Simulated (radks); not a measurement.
Task: These are the eigenvalues of the occupied orbitals of an atom or ion with whole-number occupations (hartree). All-electron calculation, Dirac Kohn-Sham, BLYP, spin-unpolarised, spherical densities, finite nucleus; Fermi nuclear charge, rms radius of each element as measured or else 0.836 A^(1/3) + 0.57 fm. Program: a radial shooting solver on a logarithmic mesh with Libxc functionals.

| orbital | eigenvalue |
|---|---|
| 1s1/2 | -139.9726 |

Which element is it, and in what charge state? The configuration may be excited. Open shells, if any, fill j = l - 1/2 first.

Result: Z = 17, chlorine, charge +16: Cl16+ in 1s1. The 1s level, -139.97 hartree, gives Z - s = 16.7 by -(Z - s)^2/2, which with screening and relativity narrows Z to a few neighbours, and the depths must fix Z and the occupations together.
